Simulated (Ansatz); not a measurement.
Reaction (substitution at a C–C bond): `FCC1=CS1` + `O[SiH3]` → `[SiH3]OC1=CS1` + `CF`

Isolated molecules relaxed with PBE0-D4/def2-TZVP in Ansatz; ΔE leaves out vibrations. CCSD(T)/CBS adds triple-zeta CCSD(T) − MP2 to the extrapolated MP2 energy (def2 sets, frozen cores). This one scheme is used for every species. DFT in def2-TZVPP. One conformer a species, not always the lowest.

```tsv
level	ΔE (kJ/mol)
ωB97X-V	38.8
B2PLYP	40.2
CCSD(T)/def2-TZVPP	43.5
HF/CBS(def2)	41.9
```

**Question.** What does CCSD(T)/CBS give? (Best estimate.)

**Answer.** Computed: +45.5 kJ/mol. The listed levels differ from it by -6.7, -5.3, -2.0, -3.6 kJ/mol.

Largest T1 diagnostic among the species: 0.013.

From PBE to PBE0 (25 % exact exchange), in def2-TZVPP and without D4, ΔE moves by +3.0 kJ/mol. The D4 term adds −4.4 kJ/mol with B3LYP and −2.4 kJ/mol with PBE0; it sums over pairs of atoms, weighted by their polarisabilities, and B3LYP, whose exchange is more repulsive, gets the larger term.

B3LYP here is the variant with VWN-RPA as its local correlation; programs differ in this.
